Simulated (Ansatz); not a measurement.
The same group exchange along the group S, Se, Te.

Program: Ansatz. Geometries: PBE0-D4/def2-TZVP. ΔE: electronic, gas phase. CBS: MP2 limit from def2 TZ/QZ plus the TZ coupled-cluster correction, frozen cores. DFT in def2-TZVPP. Elements past krypton have def2 core potentials. For Se, Te outer-core shells are correlated without core-valence functions, which leaves a few kJ/mol of doubt a bond. Scalar relativity is left out up to krypton. Each species was taken in one conformer, which may not be the lowest.

```csv
reaction,MP2/CBS(def2) (kJ/mol),RPA@PBE/def2-TZVPP (kJ/mol)
`S[Si](Cl)(Cl)Cl` + `CNCN` → `NCS` + `CN[Si](Cl)(Cl)Cl`,-11,-9
`Cl[Si](Cl)(Cl)[SeH]` + `CNCN` → `NC[SeH]` + `CN[Si](Cl)(Cl)Cl`,-12,-16
`Cl[Si](Cl)(Cl)[TeH]` + `CNCN` → `NC[TeH]` + `CN[Si](Cl)(Cl)Cl`,-24,-28
```

Q: Give the CCSD(T)/CBS values in the same order. (An estimate is asked.)

A: Ansatz gave: -11, -13, -26 kJ/mol.

Largest T1 diagnostic: 0.010, for `NC[TeH]`.
